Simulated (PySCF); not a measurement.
Species: C3F6O.
Atom-mapped SMILES: `[O:1]=[C:2]([C:3]([F:4])([F:5])[F:6])[C:7]([F:8])([F:9])[F:10]`

Structure used (PBE0-D3(BJ)/def2-SVP), in Å, numbered top down from 1:
```xyz
10
C3F6O angstrom
O      1.663    0.149    0.836
C      0.606    0.048    0.298
C      0.475    0.033   -1.243
F      1.597    0.446   -1.797
F      0.217   -1.204   -1.654
F     -0.520    0.827   -1.626
C     -0.706   -0.058    1.110
F     -1.281    1.139    1.163
F     -0.445   -0.467    2.336
F     -1.550   -0.909    0.536
```

Level: CAM-B3LYP/def2-SVPD in PySCF, non-relativistic, on one gas-phase PBE0-D3(BJ)/def2-SVP geometry that isn't relaxed in the solvent. The solvent is an IEF-PCM continuum (Bondi radii, 1.10 Å for H, scaled by 1.2), and excitations are vertical TDDFT with non-equilibrium linear response and a frozen core. Specific hydrogen bonds and non-electrostatic terms are outside this model.

Gas-phase singlets (H = HOMO, L = LUMO):

```json
{"state": "S1", "E (eV)": "4.115", "λ (nm)": "301", "f": "0.000", "leading configuration": "H→L 97%"}
{"state": "S2", "E (eV)": "8.357", "λ (nm)": "148", "f": "0.000", "leading configuration": "H-4→L 60%"}
{"state": "S3", "E (eV)": "8.570", "λ (nm)": "145", "f": "0.001", "leading configuration": "H-5→L 85%"}
{"state": "S4", "E (eV)": "9.048", "λ (nm)": "137", "f": "0.003", "leading configuration": "H→L+1 75%"}
{"state": "S5", "E (eV)": "9.086", "λ (nm)": "136", "f": "0.001", "leading configuration": "H-2→L 94%"}
```

Question: What are the lowest 5 singlets in chloroform (ε = 4.711)?

Answer: 
| state | E (eV) | λ (nm) | f | leading configuration | change by rank (eV) |
| --- | --- | --- | --- | --- | --- |
| S1 | 4.169 | 297 | 0.000 | H→L 97% | +0.054 |
| S2 | 8.384 | 148 | 0.000 | H-4→L 64% | +0.027 |
| S3 | 8.616 | 144 | 0.002 | H-5→L 85% | +0.046 |
| S4 | 9.055 | 137 | 0.005 | H→L+1 74% | +0.007 |
| S5 | 9.098 | 136 | 0.002 | H-2→L 96% | +0.012 |

Question: What are the lowest 5 singlets in dichloromethane (ε = 8.93)?

Answer: 
```json
{"state": "S1", "E (eV)": "4.183", "λ (nm)": "296", "f": "0.000", "leading configuration": "H→L 97%", "change by rank (eV)": "+0.068"}
{"state": "S2", "E (eV)": "8.392", "λ (nm)": "148", "f": "0.000", "leading configuration": "H-4→L 65%", "change by rank (eV)": "+0.035"}
{"state": "S3", "E (eV)": "8.630", "λ (nm)": "144", "f": "0.002", "leading configuration": "H-5→L 85%", "change by rank (eV)": "+0.060"}
{"state": "S4", "E (eV)": "9.057", "λ (nm)": "137", "f": "0.005", "leading configuration": "H→L+1 74%", "change by rank (eV)": "+0.009"}
{"state": "S5", "E (eV)": "9.104", "λ (nm)": "136", "f": "0.002", "leading configuration": "H-2→L 96%", "change by rank (eV)": "+0.018"}
```

Question: The ground-state energy changes by -0.095 eV from gas to dichloromethane. By how much does the total energy of gas-phase S1 change?

Answer: E(S1) = E(S0) + excitation energy, so it changes by -0.095 + 0.068 = -0.027 eV: it is lowered less than the ground state, which is what a blue shift means. This is the vertical state, with the slow part of the continuum still set for S0.

Question: How do the frontier levels move from gas to dichloromethane?

Answer: 
```json
{"orbital": "LUMO+2", "gas (eV)": "1.94", "solvent (eV)": "2.02", "change (eV)": "+0.08", "Löwdin shares, gas": "F4 15 %, F9 15 %, O1 12 %, F8 11 %", "Löwdin shares, solvent": "F4 16 %, F9 16 %, O1 14 %, F8 11 %"}
{"orbital": "LUMO+1", "gas (eV)": "1.12", "solvent (eV)": "1.25", "change (eV)": "+0.13", "Löwdin shares, gas": "C2 17 %, C3 15 %, C7 15 %, O1 10 %", "Löwdin shares, solvent": "C2 16 %, C3 15 %, C7 14 %, O1 11 %"}
{"orbital": "LUMO", "gas (eV)": "-1.85", "solvent (eV)": "-1.65", "change (eV)": "+0.20", "Löwdin shares, gas": "C2 39 %, O1 37 %, C7 4 %, C3 4 %", "Löwdin shares, solvent": "C2 40 %, O1 37 %, C7 4 %, C3 4 %"}
{"orbital": "HOMO", "gas (eV)": "-11.05", "solvent (eV)": "-10.91", "change (eV)": "+0.14", "Löwdin shares, gas": "O1 53 %, C2 12 %, C7 8 %, C3 8 %", "Löwdin shares, solvent": "O1 52 %, C2 12 %, C7 8 %, C3 8 %"}
{"orbital": "HOMO-1", "gas (eV)": "-14.36", "solvent (eV)": "-14.18", "change (eV)": "+0.18", "Löwdin shares, gas": "O1 38 %, C2 19 %, F9 12 %, F4 10 %", "Löwdin shares, solvent": "O1 40 %, C2 19 %, F9 10 %, F4 8 %"}
{"orbital": "HOMO-2", "gas (eV)": "-14.45", "solvent (eV)": "-14.28", "change (eV)": "+0.17", "Löwdin shares, gas": "F9 21 %, F10 19 %, F4 16 %, F8 16 %", "Löwdin shares, solvent": "F9 18 %, F4 18 %, F10 17 %, F6 16 %"}
{"orbital": "HOMO-3", "gas (eV)": "-14.48", "solvent (eV)": "-14.30", "change (eV)": "+0.18", "Löwdin shares, gas": "F5 21 %, F4 21 %, F6 16 %, F9 16 %", "Löwdin shares, solvent": "F5 20 %, F4 18 %, F9 18 %, F8 16 %"}
```

The HOMO–LUMO gap goes from 9.20 to 9.26 eV. Rows go by rank; for HOMO-3, HOMO-2 and HOMO-1 the atom shares or the degeneracy differ between the runs, so the row needn't follow one orbital.

The run took 55 s of wall time on one thread, Arm Neoverse V1, shared host. This is the whole response run at CAM-B3LYP/def2-SVPD in dichloromethane, SCF included.
